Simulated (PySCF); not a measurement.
A GIAO shielding run with PySCF 2.14 (density fitting, non-relativistic, gas phase) on `CS[SiH2][C@](F)([SiH3])C[SiH3]`, C$_{3}$H$_{13}$FSSi$_{3}$:

```
$ OMP_NUM_THREADS=1 python probes_run.py task.json out

{"job": {"kind": "nmr", "xc": "PBE0", "basis": "pcSseg-1"}, "charge": 0, "multiplicity": 1}
C      3.841823    -0.590488     0.767875
S      2.081651    -0.525969     1.221057
Si     1.280759     0.116687    -0.656513
C     -0.593002     0.402162    -0.386951
F     -1.069649     0.802544    -1.667183
Si    -0.975395     1.883175     0.783439
C     -1.295360    -0.900703    -0.016727
Si    -3.197146    -0.888362    -0.163932
H      3.989072    -1.318749    -0.022943
H      4.170552     0.391520     0.444251
H      4.386786    -0.891277     1.655887
H      1.509867    -0.935408    -1.647579
H      1.966180     1.344881    -1.051613
H     -0.147900     3.004705     0.334128
H     -0.630397     1.480293     2.144266
H     -2.386900     2.233043     0.650613
H     -0.996536    -1.156297     1.001150
H     -0.923342    -1.704551    -0.660266
H     -3.600638    -0.372623    -1.468619
H     -3.773500    -0.081108     0.914196
H     -3.645844    -2.276534    -0.020304
```

Hardware: 1 thread of an Intel Xeon, shared host. The job also computes population analyses, field gradients.

Q: How large is the calculation?

A: 98 electrons, 229 basis functions and 1284 auxiliary functions.

Q: How long does it take, and how much memory does it need?

A: 89 s of wall time, with 13 SCF cycles and 5 response iterations; peak memory 1.1 GiB. Times on a shared host scatter by some tens of per cent.
